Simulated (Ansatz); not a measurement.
A nudged elastic band was laid between two geometries of F2H2O2Zr + H2 (9 atoms, charge 0, multiplicity 1).

These are results of RKS BHLYP/def2-SVP in Ansatz, not measurements.

```json
{"movable images": "7", "climbing image": "yes", "spring": "5.0 eV/Å²", "optimiser": "quadratic models (default)", "start path": "through a guess of the saddle point", "force threshold": "0.05 eV/Å", "iteration limit": "60", "end points": "relaxed"}
```

Initial state:

```xyz
9
Properties=species:S:1:pos:R:3
Zr -0.229 -0.421 -0.100
F -0.029 -0.092 1.778
O 1.498 -0.613 -0.891
H 2.345 -0.646 -1.317
O -1.211 1.013 -0.888
H -1.639 1.745 -1.313
F -1.206 -2.048 -0.328
H 1.587 2.602 1.916
H 1.211 1.976 2.101
```

Final state:

```xyz
9
Properties=species:S:1:pos:R:3
Zr -0.024 0.268 0.050
F 1.077 -0.173 2.127
O 1.571 -0.281 -0.840
H 2.267 -0.634 -1.381
O -1.091 1.219 -1.206
H -1.590 1.701 -1.852
F -1.188 -1.111 0.684
H 0.343 1.750 1.235
H 0.962 0.777 2.144
```

Question: What changes between the two ends?

Answer: Bonds broken: H8–H9. Bonds formed: Zr1–H8, F2–H9. F2H2O2Zr + H2 becomes F2H4O2Zr.

Question: Give the energies along the band, and the barrier.

Answer: The run converged. The highest image is number 7 of 0 to 8, 1.70 eV above the first end and 0.02 eV above the last; the last end lies 1.68 eV above the first. A vibrational analysis at the climbing image gives one clearly imaginary mode, 322i cm⁻¹: a first-order saddle point. The orbitals stay closed-shell, which can raise the energy where a bond breaks towards radicals; this wasn't checked here.

```tsv
image	path coordinate (Å)	energy (eV)	H8–H9 (Å)	Zr1–H8 (Å)	F2–H9 (Å)
0	0.00	0.00	0.75	4.06	2.43
1	0.55	0.00	0.75	3.73	2.46
2	1.11	0.01	0.75	3.41	2.48
3	1.66	0.05	0.75	3.14	2.33
4	2.22	0.18	0.75	2.81	2.12
5	2.78	0.46	0.76	2.49	1.89
6	3.33	1.01	0.80	2.21	1.56
7	3.89	1.70	1.17	2.00	1.04
8	4.35	1.68	1.47	1.93	0.96
```

Question: What is the geometry of the highest image?

Answer: 
```xyz
9
Properties=species:S:1:pos:R:3
Zr 0.035 0.188 0.082
F 0.901 -0.097 2.155
O 1.619 -0.335 -0.834
H 2.293 -0.646 -1.425
O -1.027 1.208 -1.122
H -1.552 1.762 -1.685
F -1.134 -1.249 0.546
H 0.413 1.760 1.253
H 0.779 0.923 1.992
```

Question: What are the harmonic wavenumbers there?

Answer: 322i, 94, 161, 184, 187, 205, 276, 299, 358, 375, 422, 646, 735, 768, 813, 1171, 1192, 1568, 2220, 4118, 4129 cm⁻¹.

The band took 20 iterations and of the order of 9 core-minutes.

Time of the run: 4.9 min on 2 threads of Intel(R) Xeon(R) 6975P-C (Granite Rapids), with other jobs on the host, peak memory 0.26 GiB.
